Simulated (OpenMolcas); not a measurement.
**Levels of Ta³⁺ by method**

| Item | Value |
| --- | --- |
| Program | OpenMolcas 26.06 |
| Basis | ANO-RCC-VQZP [9s8p6d4f3g2h] |
| Scalar Hamiltonian | DKH2, point nucleus |
| Active space | 8 electrons in 8 orbitals (RAS1 5p, at most 2 holes; RAS2 5d) |
| State averaging | 2S+1 = 3 even, 10 roots; 2S+1 = 1 even, 15 roots |
| Spin-orbit coupling | state interaction with AMFI integrals over the reference wave functions, term energies averaged over their components |

Methods on the same reference wave functions:
A. RASSCF
B. SS-RASPT2, IPEA 0.25 Eh, imaginary shift 0.1 Eh (closed shells correlated: 5s)

Energies in eV above 5d2 3F2.

```json
{"Level": "5d2 3F2", "A": "0.0000", "B": "0.0000"}
{"Level": "5d2 3F3", "A": "0.6177", "B": "0.666"}
{"Level": "5d2 3F4", "A": "1.1893", "B": "1.216"}
{"Level": "5d2 3P0", "A": "1.5931", "B": "1.472"}
{"Level": "5d2 1D2 [57 %]", "A": "1.6815", "B": "1.370"}
{"Level": "5d2 3P1", "A": "1.9282", "B": "1.842"}
{"Level": "5d2 3P2 [62 %]", "A": "2.5990", "B": "2.405"}
{"Level": "5d2 1G4", "A": "2.7125", "B": "2.427"}
{"Level": "5d2 1S0", "A": "5.1496", "B": "4.499"}
```

From A to B the spin-free energies of the other terms of 5d2 shown, above 3F, scale by factors of 0.54 to 0.90.

The lowest spin-free term lies below A's lowest term by 0.200 hartree in B.

Term energies are means over components that CASPT2 splits; among the terms shown or strongly mixed into the levels shown the widest spread is 480 cm-1 (5d2 1G, B). Active for correlation alone: 5p; no level in the range computed is led by a configuration that opens it, so any true level of that kind is missing. Without dynamic correlation excited terms often stand tens of per cent too high (terms of higher spin than the ground term too low), and those without a measured partner can miss by more than the paired ones (holds for A). Levels of configurations outside the active space are missing.

A share in square brackets marks a mixed level and gives the weight of the term that names it, the lowest over the columns.
